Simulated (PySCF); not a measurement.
C4H7FO, SMILES COC1(F)CC1. Atoms are numbered in the order given.

```xyz
13

C      1.9081     0.6790     0.0235
O      1.0500    -0.4503     0.0703
C     -0.2669    -0.1646    -0.1225
F     -0.5292     0.2512    -1.4056
C     -1.1030     0.4505     0.9516
C     -1.2831    -1.0168     0.5329
H      1.6394     1.4193     0.7990
H      2.9280     0.3163     0.2078
H      1.8688     1.1691    -0.9632
H     -1.8778     1.1599     0.6501
H     -0.6301     0.6480     1.9173
H     -0.9231    -1.7919     1.2136
H     -2.1722    -1.2676    -0.0505
```
Charge 0, spin multiplicity 1.

Geometry optimised at B3LYP-D3(BJ)/def2-SVP. One conformer was computed; it need not be the lowest.

Calculation: PBE/def2-TZVP run with PySCF.

ESP charges are fitted to the potential on shells at 1.4 to 2.0 van der Waals radii. Atomic charges (e):

| atom | IAO | ESP fit |
|---|---|---|
| C1 | -0.23 | -0.18 |
| O2 | -0.35 | -0.26 |
| C3 | 0.45 | 0.41 |
| F4 | -0.31 | -0.20 |
| C5 | -0.35 | -0.31 |
| C6 | -0.32 | -0.43 |
| H7 | 0.13 | 0.08 |
| H8 | 0.16 | 0.13 |
| H9 | 0.14 | 0.10 |
| H10 | 0.16 | 0.14 |
| H11 | 0.16 | 0.17 |
| H12 | 0.17 | 0.18 |
| H13 | 0.17 | 0.19 |

Computed Mayer and Wiberg (Löwdin basis) orders of the bonds:
| bond | Mayer | Wiberg |
|---|---|---|
| C1–O2 | 0.97 | 1.46 |
| O2–C3 | 1.19 | 1.58 |
| C3–F4 | 1.10 | 1.64 |
| C3–C5 | 0.97 | 1.22 |
| C3–C6 | 0.96 | 1.25 |
| C5–C6 | 0.98 | 1.24 |
| C1–H7 | 0.96 | 0.93 |
| C1–H8 | 0.97 | 0.94 |
| C1–H9 | 0.97 | 0.93 |
| C5–H10 | 0.94 | 0.87 |
| C5–H11 | 0.93 | 0.87 |
| C6–H12 | 0.93 | 0.86 |
| C6–H13 | 0.94 | 0.86 |
